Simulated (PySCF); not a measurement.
Compound: C7H11 (doublet state).
Atom-mapped SMILES: `[CH2:1][C@H:2]1[CH2:3][CH2:4][CH:5]=[C:6]1[CH3:7]` (hydrogens: H8, H9 on C1; H10 on C2; H11, H12 on C3; H13, H14 on C4; H15 on C5; H16, H17, H18 on C7)

Cartesian coordinates in Å at the GFN2-xTB level; atoms count from 1:
```
atom  x, y, z in Å
C1     0.2288    1.2422   -1.4582
C2     0.0932    0.9458   -0.0233
C3    -1.3763    0.8323    0.4397
C4    -1.7081   -0.6674    0.4151
C5    -0.3588   -1.3187    0.4469
C6     0.6307   -0.4642    0.2369
C7     2.0937   -0.7322    0.1901
H8     1.1009    1.7371   -1.8400
H9    -0.4518    0.7987   -2.1588
H10    0.6537    1.6780    0.5666
H11   -1.4613    1.2124    1.4582
H12   -2.0399    1.4151   -0.1968
H13   -2.3298   -0.9661    1.2611
H14   -2.2408   -0.9471   -0.4984
H15   -0.2490   -2.3771    0.6167
H16    2.4933   -0.4933   -0.7949
H17    2.6139   -0.1113    0.9197
H18    2.2990   -1.7777    0.4078
```

The hyperfine couplings belong to this conformer and change with its torsions.

Method: PySCF 2.14.0, UKS B3LYP, pcH-1 on C H, non-relativistic, mean-field spin-orbit, GIAO. Isolated species at its GFN2-xTB geometry (one conformer only). A GFN2-xTB geometry isn't a minimum of the functional, and hyperfine couplings can be far from their values at a DFT geometry. Stability of the SCF solution: not tested.

**Question.** Predict the first-order ENDOR lines of H8/H9, H10, H15, H11, H14 and H12 under fast tumbling at B = 3366.3 mT (W band).

**Answer.** For S = 1/2 in fast tumbling each set of equivalent nuclei gives two lines, ν± = |νn ± a/2| to first order, with νn = g_N μN B/h and μN/h = 7.62259 MHz/T.

| nuclei | isotope | g_N | νn (MHz) | a_iso (MHz) | lower line (MHz) | upper line (MHz) |
| --- | --- | --- | --- | --- | --- | --- |
| H8/H9 | 1H | 5.5857 | 143.33 | -60.66 | 113.00 | 173.66 |
| H10 | 1H | 5.5857 | 143.33 | 25.01 | 130.82 | 155.84 |
| H15 | 1H | 5.5857 | 143.33 | 5.40 | 140.63 | 146.03 |
| H11 | 1H | 5.5857 | 143.33 | 2.14 | 142.26 | 144.40 |
| H14 | 1H | 5.5857 | 143.33 | 1.45 | 142.60 | 144.05 |
| H12 | 1H | 5.5857 | 143.33 | -1.26 | 142.70 | 143.96 |

**Question.** Which pairs are centred on the nuclear Larmor frequency, and which on half the coupling?

**Answer.** Centred on νn, since |a| < 2νn: H8/H9, H10, H15, H11, H14 and H12. No pair has |a| > 2νn.

Nuclei that the bonding pattern makes equivalent are averaged, as if the motion that swaps them (rotation, inversion, ring flip) were fast.
